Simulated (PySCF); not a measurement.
Sb⁺: ionisation energy

Sb⁺ [Kr] 4d10 5s2 5p2 (3P) → Sb²⁺ [Kr] 4d10 5s2 5p1 (2P), as a difference of total energies. All numbers are calculated (PySCF 2.14, scalar relativity through the core potential, in cc-pVTZ-PP with ECP28MDF (5s4p3d1f, 39 functions)). Correlated levels: valence: 4s2 4p6 4d10 frozen. The calculations carry no spin-orbit coupling.

Order these methods by the ionisation energy they give, lowest first.
A. M06-L
B. PBE
C. UHF
D. MP2 (valence)

C (16.004 eV), A (16.118 eV), D (16.320 eV), B (16.469 eV).

The reference lies between the lowest fine-structure levels, while these numbers refer to the centres of the terms.

Errors of the correlated levels include the incompleteness of this basis and the frozen core.

For comparison: 16.626 ± 0.025 eV (measured; NIST Atomic Spectra Database, ionization energies).
